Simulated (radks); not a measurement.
The numbers below are computed, except where a source is named.
Species: Mn3+. Configuration: [Ar] 3d4. Level of theory: Dirac Kohn-Sham, BLYP, spin-unpolarised, spherical densities, point nucleus; open shells are shared between the two j in proportion to 2j + 1 (a radial shooting solver on a logarithmic mesh with Libxc functionals).

Normalised radial functions P(r) = r R(r) (large component), r in bohr:

r	3p1/2
0.002015	0.0011
0.002562	0.0017
0.003256	0.0025
0.00414	0.0038
0.005263	0.0058
0.00669	0.0089
0.008505	0.0135
0.01081	0.0207
0.01374	0.0315
0.01747	0.0478
0.02221	0.0716
0.02824	0.1060
0.0359	0.1540
0.04563	0.2184
0.05801	0.3002
0.07375	0.3960
0.0945	0.4979
0.1201	0.5763
0.1527	0.5999
0.1942	0.5265
0.2468	0.3214
0.3138	-0.0187
0.3989	-0.4438
0.5071	-0.8483
0.6446	-1.1053
0.8195	-1.1286
1.042	-0.9344
1.324	-0.6290
1.684	-0.3379
2.14	-0.1394
2.721	-0.0416
3.459	-0.0082

3p1/2: eigenvalue -91.023 eV, 1 radial node at r = 0.310 bohr, <r> = 0.883 bohr, 90 % of the charge inside 1.36 bohr.
